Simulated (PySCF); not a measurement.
C₂H₁₂N₂Si₂. Atoms are numbered in the order given.

```xyz
18

C     -0.4810    -2.0652    -1.0529
Si     0.3551    -0.3851    -0.9213
C      1.8033    -0.4808     0.2924
N      2.3445     0.8579     0.5147
N     -0.7623     0.8500    -0.3512
Si    -1.7528     0.8295     1.0779
H     -0.8794    -2.3830    -0.0753
H     -1.3193    -2.0341    -1.7670
H      0.2295    -2.8369    -1.3926
H      0.8230     0.0777    -2.2597
H      2.5794    -1.1272    -0.1579
H      1.4623    -1.0146     1.2093
H      3.0527     0.8595     1.2484
H      1.6015     1.4867     0.8204
H     -0.8776     1.6467    -0.9729
H     -1.3054    -0.3306     1.9017
H     -3.2132     0.6712     0.7951
H     -1.5948     2.0838     1.8765
```

The structure is a stationary point at B3LYP-D3(BJ)/def2-SVP. The structure was generated by enumeration; whether it is a known compound was not checked. Other conformers were not sampled.

Level of theory: B3LYP/pcSseg-1 (PySCF).

GIAO shieldings, no solvent; atoms listed in one row are averaged. δ = σ(ref) − σ: ¹³C against TMS (σ = 181.3 ppm); ²⁹Si against TMS (σ = 338.7 ppm); ¹⁵N against NH3 (σ = 265.5 ppm); ¹H against TMS (σ = 31.68 ppm), references at their B3LYP-D3(BJ)/def2-TZVP geometries, non-relativistic.

### Question
Estimate the chemical shifts. (Estimate from the structure and the level; the computed values follow.)

### Answer

```csv
nucleus,atoms,count,δ (ppm)
¹³C,C3,1,35.6
¹³C,C1,1,0.3
²⁹Si,Si2,1,-4.7
²⁹Si,Si6,1,-62.8
¹⁵N,N4,1,26.3
¹⁵N,N5,1,6.9
¹H,H10,1,4.83
¹H,"H16, H17, H18",3,4.81
¹H,H12,1,2.77
¹H,H11,1,2.34
¹H,H14,1,0.79
¹H,H13,1,0.62
¹H,"H7, H8, H9",3,0.47
¹H,H15,1,0.07
```
